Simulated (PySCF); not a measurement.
Geometry (Å), atoms numbered from 1 in this order:
```xyz
25

C    -1.8297   -1.8215    0.5209
C    -1.3862   -0.4341    0.0713
C    -2.4752    0.3569   -0.6778
Si   -1.6388    1.8162   -1.5392
N    -0.0691    1.1008   -1.7988
Si    0.1894   -0.4248   -0.9955
N     1.6975   -0.4572   -0.1428
C     2.0639    0.6134    0.7472
C     2.5739   -1.5962   -0.1059
H    -2.0957   -2.4534   -0.3426
H    -1.0316   -2.3424    1.0749
H    -2.7135   -1.7748    1.1789
H    -1.0999    0.1471    0.9704
H    -2.9220   -0.2778   -1.4649
H    -3.3040    0.6581   -0.0144
H    -1.5862    3.0414   -0.6723
H    -2.3135    2.2207   -2.8138
H     0.6449    1.5269   -2.3791
H     0.2558   -1.6208   -1.8970
H     2.0237    0.3152    1.8144
H     3.0933    0.9695    0.5477
H     1.3899    1.4730    0.6100
H     3.6168   -1.3126   -0.3488
H     2.2554   -2.3516   -0.8397
H     2.5951   -2.0853    0.8890
```

Geometry: PBE0-D3(BJ)/def2-SVP; GIAO absolute shieldings from PySCF, gas phase, non-relativistic, averaged over equivalent atoms.

At KT3/pcSseg-1 (247 basis functions, 72 s wall time on 1 thread of an Arm Neoverse V2, shared host):
| atoms | σ (ppm) |
| --- | --- |
| C8/C9 | 144.1 |
| C1 | 162.3 |
| C2 | 162.8 |
| C3 | 165.5 |
| Si6 | 369.4 |
| Si4 | 395.0 |
| N7 | 225.7 |
| N5 | 233.1 |
| H16 | 26.43 |
| H17 | 26.56 |
| H19 | 26.68 |
| H20/H21/H22/H23/H24/H25 | 28.72 |
| H10/H11/H12 | 30.23 |
| H15 | 30.26 |
| H13 | 30.61 |
| H14 | 30.63 |
| H18 | 31.36 |

Q: What do these become at PBE0/pcSseg-1?

A: 
| atoms | σ at PBE0/pcSseg-1 | change |
| --- | --- | --- |
| C8/C9 | 146.6 | +2.5 |
| C1 | 165.5 | +3.2 |
| C2 | 167.2 | +4.4 |
| C3 | 168.8 | +3.3 |
| Si6 | 348.9 | -20.5 |
| Si4 | 378.8 | -16.2 |
| N7 | 237.2 | +11.5 |
| N5 | 237.4 | +4.3 |
| H16 | 26.35 | -0.08 |
| H17 | 26.45 | -0.11 |
| H19 | 26.59 | -0.09 |
| H20/H21/H22/H23/H24/H25 | 28.74 | +0.02 |
| H10/H11/H12 | 30.20 | -0.03 |
| H15 | 30.31 | +0.05 |
| H13 | 30.68 | +0.07 |
| H14 | 30.65 | +0.02 |
| H18 | 31.28 | -0.08 |

The largest change is at Si6 (silicon bonded to C, 2 N, H, in a 5-membered ring). Cost: 247 basis functions, 57 s wall time on 1 thread of an Arm Neoverse V2, shared host. The order of the carbon signals is the same at both levels.
